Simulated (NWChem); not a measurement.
C₄H₅NO; SMILES CO/C=C/C#N

```xyz
11

C     -0.6447    -2.2928     0.0000
O      0.6385    -1.6673     0.0000
C      0.6833    -0.3299     0.0000
C     -0.3586     0.5311     0.0000
C     -0.1344     1.9356     0.0000
N      0.0318     3.0887     0.0000
H     -0.4547    -3.3663     0.0000
H     -1.2119    -2.0147     0.8962
H     -1.2119    -2.0147    -0.8962
H      1.7107     0.0220     0.0000
H     -1.3902     0.1970     0.0000
```
Atoms are numbered in this order, from 1.

Level: B3LYP/6-31G* (spherical d) (NWChem), optimised geometry, unscaled harmonic frequencies. B3LYP is NWChem's, with the RPA form of VWN correlation.

```
frequency (cm⁻¹)  IR intensity (km/mol)
----------------  ---------------------
128                                 1.5
161                                 5.8
243                                 0.1
285                                 3.5
308                                 7.5
525                                 0.2
543                                 1.1
609                                12.4
806                                34.2
971                                32.0
983                                19.8
1068                                2.9
1185                                1.8
1213                               17.3
1286                              199.9
1322                               38.1
1378                               50.0
1495                                6.9
1520                                8.4
1530                               18.1
1697                              249.2
2337                               53.2
3045                               30.0
3112                               28.8
3180                               14.7
3224                                3.2
3228                                5.5
```

```yaml
zero_point_energy: 53.4 kcal/mol
thermal correction to the enthalpy at 298.15 K (with zero-point energy): 58.0 kcal/mol
heat capacity Cv: 21.1 cal/(mol K)
entropy at 298.15 K and 1 atm (symmetry number 1): 78.0 cal/(mol K)
dipole_moment: 5.23 D
```

Rigid rotor and harmonic oscillator.
